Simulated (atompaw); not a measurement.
# cerium (Ce): one change to a PAW (atompaw) potential, before and after

- Element: Ce
- Generator: atompaw 4.2.0.5
- Type: PAW
- Functional: PBE
- Relativity: scalar-relativistic
- Frozen core: [Kr] 4d10
- Valence charge: 12
- Reference configuration: 4f1 5s2 5p6 5d1 6s2 6p0
- Partial waves: 5s (bound): rc 2.70 bohr; 6s (bound): rc 3.00 bohr; 5p (bound): rc 3.00 bohr; 6p (bound, empty): rc 3.00 bohr; 5d (bound): rc 3.00 bohr; 5d channel at 2.35 Ry: rc 3.00 bohr; 4f (bound): rc 1.50 bohr; 4f channel at 3.1 Ry: rc 1.50 bohr
- Local potential: bessel scheme, radius 2.85 bohr
- Core correction: smooth core density matched at 2.55 bohr
- Augmentation charge: sinc compensation charge, radius 2.85 bohr; PAW radius 3.00 bohr; waves and projectors: custom rrkj gramschmidtortho

Change: wave 4f (bound): rc 1.50 bohr becomes 4f (bound): rc 2.92 bohr.

Cutoffs: the cutoffs (Ry, on a coarse ladder) from which the occupation-weighted sum of valence levels, in a spherical-Bessel basis at the reference potential, stays within 10 and 1 mRy of its value at 400 Ry; they do not see the model core or the augmentation charge, which bear on the density cutoff.

Question: What does the change do?

Answer: The potential gets softer (55 Ry and 80 Ry → 12 Ry and 18 Ry); neither file shows a bound ghost.

| quantity | base | changed |
| --- | --- | --- |
| cutoff, loose | 55 Ry | 12 Ry |
| cutoff, tight | 80 Ry | 18 Ry |
| loose cutoff by channel (10 mRy a level) | s 8 Ry, p 6 Ry, d 8 Ry, f 55 Ry | s 8 Ry, p 6 Ry, d 8 Ry, f 12 Ry |
| bound ghosts | none | none |
| s: phases at 3.01 bohr within 0.05 rad from the reference energy up to (Ry; the scan ends near 5) | 2.1 | 2.1 |
| p: phases at 3.01 bohr within 0.05 rad from the reference energy up to (Ry; the scan ends near 5) | 1.0 | 1.0 |
| d: phases at 3.01 bohr within 0.05 rad from the reference energy up to (Ry; the scan ends near 5) | to the end of the scan | to the end of the scan |
| f: phases at 3.01 bohr within 0.05 rad from the reference energy up to (Ry; the scan ends near 5) | 1.0 | 0.8 |
| lowest overlap eigenvalue by channel | s 0.12, p 0.08, d 0.86, f 0.97 | s 0.12, p 0.08, d 0.86, f 1.00 |

 The cutoffs see the waves, projectors and local potential, not the compensation charge or the core.
